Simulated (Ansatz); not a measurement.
Computed with Ansatz on PBE0-D4/def2-TZVP structures; ΔE is electronic, products minus reactants. CCSD(T)/CBS is the MP2 limit (def2-TZVPP, def2-QZVPP) plus CCSD(T) − MP2 in def2-TZVPP, frozen cores. This one scheme is used for every species. DFT in def2-TZVPP. One conformer a species, not always the lowest.

Reaction (redistribution): `O[SiH2][SiH](O)F` + `C[O][AlH][NH2]` → `[NH2][AlH][SiH2]O` + `CO[SiH](O)F`

| level | ΔE (kJ/mol) |
| --- | --- |
| CAM-B3LYP-D4 | 6.7 |
| PBE-QIDH | 1.1 |
| BLYP | 8.8 |
| PBE0 | 1.9 |

Task: What does CCSD(T)/CBS give? (An estimate is asked.)

Result: Ansatz gave: +1.8 kJ/mol. The listed levels differ from it by 4.9, -0.7, 7.0, 0.1 kJ/mol.

Largest T1 diagnostic among the species: 0.012.

In def2-TZVPP, CCSD(T) changes the Hartree–Fock value by +3.7 kJ/mol (the triples alone add +0.3 kJ/mol) and MP2 by +7.6 kJ/mol. From PBE to PBE0 (25 % exact exchange), in def2-TZVPP and without D4, ΔE moves by −3.0 kJ/mol.
